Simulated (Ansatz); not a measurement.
# Which is lower?

Two relaxed structures of H2SeSO, closed shell (PBE0-D4/def2-TZVP; forces vanish, vibrations not checked).

A:

S1  (-1.040, -1.351, -0.001)
O2  (1.538, 0.375, 0.336)
Se3  (-0.021, 0.138, 1.197)
H4  (-1.708, -0.529, -0.833)
H5  (1.391, 1.038, -0.348)
(Å)

B:

S1  (-0.280, -0.050, 1.110)
O2  (-0.985, -1.216, 0.177)
Se3  (1.647, 0.366, 0.211)
H4  (-1.455, -0.781, -0.544)
H5  (1.227, 1.465, -0.683)
(Å)

Program: Ansatz 0.2.0. Basis: def2-TZVPP. Cores are frozen in the correlated methods. Filled d shells of the heavier atoms are correlated. The def2 sets are not built for correlating such inner shells, so the correlated values are less sure here. B3LYP uses VWN-RPA correlation.

Question: Which structure is lower at CCSD(T), and by how much? (To be estimated.)

Answer: Computed: A, by 22.5 kJ/mol (electronic energy, against the other). By their contacts, A is H₂SeSO ([OH][Se][SH]) and B is H₂SeSO ([OH][S][SeH]).

All methods give the same order:

```json
{"method": "PBE-D4", "E(B) − E(A) (kJ/mol)": "18.8"}
{"method": "r2SCAN-D4", "E(B) − E(A) (kJ/mol)": "18.5"}
{"method": "PBE0-D4", "E(B) − E(A) (kJ/mol)": "17.6"}
{"method": "B3LYP-D4", "E(B) − E(A) (kJ/mol)": "19.9"}
{"method": "wB97M-V", "E(B) − E(A) (kJ/mol)": "18.8"}
{"method": "HF", "E(B) − E(A) (kJ/mol)": "18.5"}
{"method": "MP2", "E(B) − E(A) (kJ/mol)": "24.7"}
{"method": "CCSD", "E(B) − E(A) (kJ/mol)": "21.8"}
{"method": "CCSD(T)", "E(B) − E(A) (kJ/mol)": "22.5"}
```

The T1 diagnostic stays at or below 0.013.

Labels in which every atom is bracketed show which atoms are joined, not bond orders.

For scale, one of the runs: CCSD(T)/def2-TZVPP, 149 basis functions, launched by `ansatz run in.yaml --threads 2 --pin off --events-out ev --progress --plain --max-ram 4352MiB`. Hardware: 2 CPU threads of an Arm Neoverse V2, shared host. Wall time 30 s; peak host memory 0.95 GiB.
